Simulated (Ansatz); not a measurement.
Geometry optimisation, Ansatz 0.2.0, UKS PBE/def2-SVP.

Input:

```yaml
crystal:
  periodic: [false, false, false]
  atoms:
    - { symbol: F, position_ang: [0.8028, -0.3138, 0.3968] }
    - { symbol: Au, position_ang: [-0.7734, 0.2537, -0.3928] }
magnetization:
  spin_polarized: true
basis:
  gaussian: { orbitals: def2-SVP }
hamiltonian:
  xc: pbe
relax:
  f_tol: 0.02
  max_steps: 40
```

Launched with:

```bash
$ ansatz run input.yaml --threads 1 --pin off --max-ram 2048MiB --backend cpu --events-out ev --progress --plain --runs-dir out
```

Task: Where does it end, and by what steps?

Result: The forces met the threshold. After 3 steps the energy has fallen by 0.095 eV; Au2 moved furthest, 0.05 Å.

```tsv
step	energy less start (eV)	largest force component (eV/Å)	accepted
0	0.0000	1.911	yes
1	-0.0863	0.526	yes
2	-0.0953	0.057	yes
3	-0.0954	0.004	yes
```

```xyz
2
Properties=species:S:1:pos:R:3
F 0.842 -0.328 0.417
Au -0.813 0.268 -0.413
```

The run took 5.5 s on 1 thread of Arm Neoverse V2, on a shared host, peak memory 0.1 GiB.
